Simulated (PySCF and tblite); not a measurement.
Results of a calculation; reference values are marked as such.
Molecule: C5H14N2, numbered as in [CH3:1][CH2:2][N:3]([CH3:4])[N:5]([CH3:6])[CH3:7].

The mean out-of-plane torsion at N5 (0° is planar) is held and the rest relaxed at GFN2-xTB. Energies: PBE0/pcSseg-1 + D3(BJ), IEF-PCM acetone. Programs: tblite and PySCF.

GFN2-xTB profile:

(out-of-plane angle °, kcal/mol): (-34, 3.88), (-28, 2.07), (-21, 2.32), (-11, 3.91), (0, 4.92), (11, 3.40), (21, 0.98), (29, 0.00), (35, 1.22)

(1) Give the DFT energy and dipole along the out-of-plane angle.

(2) Where is the lowest sampled point, and what does the planar form cost?

Results:

(1) 
```json
{"out-of-plane angle °": "-34", "E kcal/mol": "4.16", "dipole D": "1.69"}
{"out-of-plane angle °": "-28", "E kcal/mol": "2.43", "dipole D": "1.46"}
{"out-of-plane angle °": "-21", "E kcal/mol": "2.74", "dipole D": "1.23"}
{"out-of-plane angle °": "-11", "E kcal/mol": "4.52", "dipole D": "1.04"}
{"out-of-plane angle °": "0", "E kcal/mol": "6.02", "dipole D": "1.03"}
{"out-of-plane angle °": "11", "E kcal/mol": "4.12", "dipole D": "1.05"}
{"out-of-plane angle °": "21", "E kcal/mol": "1.26", "dipole D": "1.30"}
{"out-of-plane angle °": "29", "E kcal/mol": "0.00", "dipole D": "1.57"}
{"out-of-plane angle °": "35", "E kcal/mol": "1.02", "dipole D": "1.82"}
```

(2) At 29°; the point at 0° lies 6.02 kcal/mol above it.
